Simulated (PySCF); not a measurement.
CH6MgOSi, SMILES [O]([Mg][SiH3])C.

Geometry: B3LYP-D3(BJ)/def2-SVP. The values are those of a single conformer.

Computed with C-PCM-B3LYP/def2-SVP (PySCF).

The values are the electrostatic part of the solvation free energy, E(continuum) − E(gas) at the gas-phase geometry, in a cavity of scaled van der Waals radii (PySCF's table); cavitation and dispersion terms are not included. A continuum can't describe solvent molecules that bind to the metal. In vacuum the orbital gap is 5.74 eV. The dipole moment in vacuum is 0.52 D.

```tsv
solvent	ε	ΔG(elec) (kcal/mol)	dipole (D)	gap (eV)
water	78.36	[?]	[?]	[?]
ethylethanoate	5.99	-7.0	1.06	6.13
cyclohexanone	15.62	-8.0	1.16	6.15
```

### Question
What belongs in the gaps? (An estimate is asked for; the answer gives what the named calculation found.)

### Answer

- water, ΔG(elec) (kcal/mol): -8.5
- water, dipole (D): 1.21
- water, gap (eV): 6.15
